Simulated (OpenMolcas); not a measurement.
I3+: effect of the basis set

```
Program             : OpenMolcas
Method              : MS-RASPT2, IPEA 0.25 Eh, imaginary shift 0.1 Eh (closed shells correlated: 4d)
Active space        : 4 electrons in 9 orbitals (RAS2 5s 5p; RAS3 5d, at most 2 electrons)
State averaging     : 2S+1 = 3 even, 6 roots; 2S+1 = 1 even, 12 roots; 2S+1 = 5 odd, 1 root; 2S+1 = 3 odd, 8 roots; 2S+1 = 1 odd, 8 roots
Spin-orbit coupling : state interaction with AMFI integrals over the reference wave functions, term energies averaged over their components
```

A. ANO-RCC-VTZP [7s6p4d2f1g], DKH2, point nucleus; CASPT2 step about 24 core-seconds
B. ANO-R2 [7s6p4d2f1g], X2C, finite nucleus; CASPT2 step roughly 25 core-seconds
C. ANO-RCC-VQZP [8s7p5d3f2g], DKH2, point nucleus; CASPT2 step about 40 core-seconds
D. ANO-RCC [10s9p8d5f3g], DKH2, point nucleus; CASPT2 step about 80 core-seconds

Energies in cm⁻¹ above 5s² 5p² ³P₀.

```csv
Level,A,B,C,D
5s² 5p² ³P₀,0.0,0.0,0.0,0.0
5s² 5p² ³P₁,5930,5720,5670,5820
5s² 5p² ³P₂,9980,9730,9620,9810
5s² 5p² ¹D₂,21020,20670,20420,20700
5s² 5p² ¹S₀,36160,35910,35500,35670
5s 5p³ ⁵S°₂,76470,75830,76460,76650
5s 5p³ ³D°₁,98510,98260,98220,98340
5s 5p³ ³D°₂,98780,98510,98490,98620
5s 5p³ ³D°₃,101020,100650,100630,100830
```

Among A to D the level of the table that moves most is 5s 5p³ ⁵S°₂, by 820 cm-1 (lowest in B, highest in D). Moves below CASPT2's spread within the term are not significant.

Term energies are means over components that CASPT2 splits; among the terms shown or strongly mixed into the levels shown the widest spread is 200 cm-1 (5s² 5p² ¹D, B). Some terms mix strongly with configurations of 5d, whose occupation reaches 0.18 (5s 5p³ ³D°, 5s 5p³ ³P°) (figures for A; the like holds for B, C, D). The run also gave levels led by 5s 5p² 5d, 5s² 5p 5d, which use shells meant for correlation; these and all levels above them are left out (holds for A; C; D). Active for correlation alone: 5d; no level in the range computed is led by a configuration that fills it, so any true level of that kind is missing (holds for B). Only configurations of the active space appear. The table leaves out levels that lie high or whose names do not pair safely across all columns.

° marks odd parity.
